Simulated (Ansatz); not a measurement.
Species: CH₈FNSi₂ (charge 0, singlet). 
Coordinates optimised at B3LYP-D3(BJ)/def2-TZVP (Ansatz, a first-principles code):
```xyz
13

Si     0.8017     0.6594    -0.3039
C      1.6931    -0.9113    -0.7270
F      1.3454     1.1346     1.1381
N     -0.9012     0.4471    -0.2836
Si    -1.8640    -0.8964     0.2401
H      1.1013     1.7722    -1.2287
H      1.3956    -1.2742    -1.7127
H      2.7716    -0.7419    -0.7359
H      1.4846    -1.6961     0.0020
H     -1.4246     1.2811    -0.5173
H     -2.7940    -0.5023     1.3251
H     -0.9436    -1.9424     0.7338
H     -2.6775    -1.4518    -0.8690
```

Wanted: atomisation energy (electronic, to ground-state atoms), in kJ/mol. Cores are frozen in the correlated levels unless marked. UHF or UKS for open shells. Spin-orbit coupling is left out. Non-relativistic. The coupled-cluster limit lacks core correlation, which all-electron functionals hold. Basis-set limits of correlation are two-point, X^-3; Hartree-Fock from the larger set.

```json
[
 {"level": "HF/aug-cc-pV(D+d)Z", "program": "Ansatz", "atomisation energy (kJ/mol)": "3387.9"},
 {"level": "revPBE-D4/def2-TZVPD", "program": "Ansatz + dftd4", "atomisation energy (kJ/mol)": "4556.5"}
]
```

Problem. What does CCSD(T)/CBS(cc-pV(T+d)Z,cc-pV(Q+d)Z) (Ansatz) give?

Solution. 4664.5 kJ/mol
